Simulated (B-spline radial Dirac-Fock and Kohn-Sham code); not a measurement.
## Binding energies of Tl²⁵⁺ at several levels of theory

System: thallium as Tl²⁵⁺, configuration [Kr] 4d10 4f10.

The density-functional columns are spherical, spin-unpolarised Dirac-Kohn-Sham results without Breit or QED terms: −ε is minus the orbital energy of the initial state and ΔSCF the difference of two total energies. The reference in the last column comes from Dirac-Fock (average of configuration) total-energy differences with a finite nucleus, the Breit interaction including its frequency dependence, and self-energy and vacuum-polarisation corrections. All numbers are from a B-spline atomic structure program, in eV; a selection of levels is shown. The Kohn-Sham columns are given as differences from the reference. For the 1s level of heavy atoms much of the gap between ΔSCF and the reference is the Breit and QED part, -473.7 eV here; for other levels the error of the functional can be larger.

| level | LDA −ε − DF | LDA ΔSCF − DF | Dirac-Fock |
| --- | --- | --- | --- |
| K (1s) | -184.0 | +463.3 | 86293.3 |
| L1 (2s) | -187.4 | -53.9 | 16113.9 |
| L2 (2p1/2) | -131.7 | +36.8 | 15460.8 |
| L3 (2p3/2) | -153.0 | -10.6 | 13418.0 |
| M1 (3s) | -108.9 | -59.5 | 4461.8 |
| M2 (3p1/2) | -89.1 | -36.7 | 4170.9 |
| M3 (3p3/2) | -88.6 | -40.6 | 3710.2 |
| M4 (3d3/2) | -66.3 | -11.0 | 3237.3 |
| M5 (3d5/2) | -68.1 | -14.4 | 3140.6 |
| N1 (4s) | -59.6 | -32.6 | 1561.4 |
| N2 (4p1/2) | -50.6 | -23.6 | 1434.6 |
| N3 (4p3/2) | -50.1 | -24.6 | 1315.3 |
| N4 (4d3/2) | -35.8 | -10.3 | 1107.5 |
| N5 (4d5/2) | -36.0 | -10.8 | 1084.5 |
| N6,7 (4f) | -23.9 | +1.8 | 819.6 |

Values without a named source are computed, but for edge energies of neutral atoms, which are taken from tables.
